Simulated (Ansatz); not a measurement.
Program: Ansatz. Geometries: PBE0-D4/def2-TZVP. ΔE: electronic, gas phase. CCSD(T)/CBS is the MP2 limit (def2-TZVPP, def2-QZVPP) plus CCSD(T) − MP2 in def2-TZVPP, frozen cores. This one scheme is used for every species. DFT in def2-TZVPP. B3LYP here is the variant with VWN-RPA as its local correlation; programs differ in this. HSE06 is defined as in plane-wave codes. For Ga outer-core shells are correlated without core-valence functions, which leaves a few kJ/mol of doubt a bond. Scalar relativity is left out up to krypton. One conformer a species, not always the lowest.

`C=[C]([GaH2])C[SiH2]C` + H₂O → `C=[C](O)[GaH2]` + `C[SiH2]C`  (formal hydrolysis of a C–C bond)

```json
{"level": "PBE-D4", "ΔE (kcal/mol)": "4.9", "difference from CCSD(T)/CBS": "-3.6"}
{"level": "BLYP-D4", "ΔE (kcal/mol)": "5.0", "difference from CCSD(T)/CBS": "-3.5"}
{"level": "B3LYP-D4", "ΔE (kcal/mol)": "5.7", "difference from CCSD(T)/CBS": "-2.8"}
{"level": "HSE06-D4", "ΔE (kcal/mol)": "6.1", "difference from CCSD(T)/CBS": "-2.4"}
{"level": "CAM-B3LYP-D4", "ΔE (kcal/mol)": "4.7", "difference from CCSD(T)/CBS": "-3.8"}
{"level": "ωB97M-V", "ΔE (kcal/mol)": "5.7", "difference from CCSD(T)/CBS": "-2.8"}
{"level": "B2PLYP", "ΔE (kcal/mol)": "4.4", "difference from CCSD(T)/CBS": "-4.1"}
{"level": "PBE", "ΔE (kcal/mol)": "2.1", "difference from CCSD(T)/CBS": "-6.4"}
{"level": "BLYP", "ΔE (kcal/mol)": "-0.3", "difference from CCSD(T)/CBS": "-8.8"}
{"level": "B3LYP", "ΔE (kcal/mol)": "1.4", "difference from CCSD(T)/CBS": "-7.1"}
{"level": "r2SCAN0", "ΔE (kcal/mol)": "4.5", "difference from CCSD(T)/CBS": "-4.0"}
{"level": "LC-ωPBE", "ΔE (kcal/mol)": "3.7", "difference from CCSD(T)/CBS": "-4.8"}
{"level": "HF/def2-SVP", "ΔE (kcal/mol)": "1.2", "difference from CCSD(T)/CBS": "-7.3"}
{"level": "MP2/def2-TZVPP", "ΔE (kcal/mol)": "10.0", "difference from CCSD(T)/CBS": "1.5"}
{"level": "HF/CBS(def2)", "ΔE (kcal/mol)": "2.5", "difference from CCSD(T)/CBS": "-6.0"}
{"level": "MP2/CBS(def2)", "ΔE (kcal/mol)": "10.8", "difference from CCSD(T)/CBS": "2.3"}
{"level": "CCSD(T)/CBS", "ΔE (kcal/mol)": "8.5", "difference from CCSD(T)/CBS": "0"}
```

Largest T1 diagnostic among the species: 0.013.

At CCSD(T), def2-SVP lies −3.6 kcal/mol from the extrapolated value and def2-TZVPP −0.8 kcal/mol. From r2SCAN to r2SCAN0 (25 % exact exchange), in def2-TZVPP and without D4, ΔE moves by +1.2 kcal/mol. The D4 term adds +4.3 kcal/mol with B3LYP and +2.5 kcal/mol with PBE0; it sums over pairs of atoms, weighted by their polarisabilities, and B3LYP, whose exchange is more repulsive, gets the larger term.
